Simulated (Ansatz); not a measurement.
Species: C₂H₆N₂, SMILES `C=NCN` (charge 0, multiplicity 1).

Give a relaxed geometry from B3LYP-D3(BJ)/def2-TZVP run with Ansatz (a program for electronic structure).

Several could match; the one computed here: the end point of this relaxation, one of several conformers (outside a Z-matrix the atoms follow the SMILES, hydrogens last).
Bond lengths (Å): C1–N2 1.260, C1–H5 1.089, C1–H6 1.099, N2–C3 1.463, C3–N4 1.445, C3–H7 1.092, C3–H8 1.099, N4–H9 1.014, N4–H10 1.014. Angles (°): N2–C1–H5 119.8, N2–C1–H6 123.2, H5–C1–H6 117.0, C1–N2–C3 117.8, N2–C3–N4 113.2, N2–C3–H7 107.0, N2–C3–H8 111.4, N4–C3–H7 108.4, N4–C3–H8 108.7, H7–C3–H8 108.0, C3–N4–H9 110.2, C3–N4–H10 110.3, H9–N4–H10 107.1.
